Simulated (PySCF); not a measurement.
# How methods differ on the excitation energy of Si⁺

Si⁺ [Ne] 3s2 3p1 (2P) → Si⁺ [Ne] 3s1 3p2 (4P), as a difference of total energies. Computed with PySCF 2.14 in aug-cc-pCVTZ-DK with one added diffuse shell each of s, p, d, f type (9s8p6d4f, 91 functions), with the spin-free X2C one-electron Hamiltonian (Gaussian nucleus). Correlated levels: valence: [Ne] frozen. The calculations carry no spin-orbit coupling.

```csv
method,excitation energy (eV)
UHF,3.944
MP2 (valence),4.812
SCS-MP2 (valence),5.157
CCSD (valence),5.131
CCSD(T) (valence),5.159
```

Task: How much does correlation contribute at CCSD(T) (valence)?

Result: 5.159 − (3.944) = 1.215 eV, measured against UHF.

Errors of the correlated levels include the incompleteness of this basis and the frozen core.

For comparison: 5.308 eV (measured; NIST levels, between the centres of gravity of the two terms).
